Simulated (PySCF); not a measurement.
An unknown shows these calculated signals:

1H NMR (400 MHz, computed): δ 6.20 (br s, 1H), 5.96 (br s, 1H), 4.55 (s, 2H), 4.36 (s, 2H), 4.30 (s, 3H), 1.86 (s, 3H).

13C{1H} NMR (computed): δ 151.2 (C), 139.1 (CH2), 20.1 (CH3).

How the numbers were obtained: shielding tensors at HF/pcSseg-1 (GIAO), geometry: PBE0-D3(BJ)/def2-SVP, in PySCF 2.14 (a single conformation, one averaged value for each set of equivalent atoms, no solvent model, no relativistic terms).

References, each an isolated molecule treated in the same way: TMS for 1H (σref 31.69) and 13C (σref 190.85).

Question: Which of these does the molecule contain: a C≡C triple bond, an ester, a vinyl group CH=CH2, a non-aromatic C=C double bond, a Si–H bond?

Answer: 
- A C≡C triple bond: no.
- An ester: no.
- A vinyl group CH=CH2: no.
- A non-aromatic C=C double bond: yes.
- A Si–H bond: yes (δH 4.55 (s)).

The data belong to `C=C(C)[SiH2]O[SiH2]O[SiH3]`, C3H12O2Si3; they needn't prove each group on their own.

Carbon signals by region: 2 in the sp2 and nitrile region (100–160 ppm), 1 below 50 ppm.

Shifts are as computed. Against solution values, carbons near 30 ppm lie about -0 ppm off and those near 130 ppm about +7 ppm. Of 1309 compounds with measured shifts, 239 miss one by over three times the rms of a fit or turn the order of signals round; such compounds aren't used in these exercises. Multiplicities follow the n + 1 count of equivalent neighbours, as no J values were calculated; m marks all less simple cases, F and P coupling included.
